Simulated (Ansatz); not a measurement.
Cartesian coordinates in Å:
```
O 1.893 -0.055 0.157
C 0.561 -0.470 0.271
B -0.499 0.544 0.903
C -1.519 0.246 -0.150
C -0.386 -0.080 -0.829
H 2.430 -0.795 -0.136
H 0.449 -1.512 0.570
H -0.322 1.492 1.603
H -2.491 0.534 -0.518
H -0.116 0.097 -1.871
```

The species carries charge 0 and has multiplicity 1.

(1) List the CAM-B3LYP/def2-TZVPP orbital energies in eV (Ansatz 0.2.0). (Best estimate.)

## Answers

(1) Ansatz gave: Occupied: -522.55, -279.97, -279.94, -278.86, -185.29, -30.29, -25.41, -20.03, -17.60, -16.48, -16.01, -13.67, -13.30, -12.45, -10.68, -10.53, -9.64, -8.77. Lowest empty: 0.65, 1.09, 1.99, 2.55, 2.97, 3.37, 3.71, 4.17.
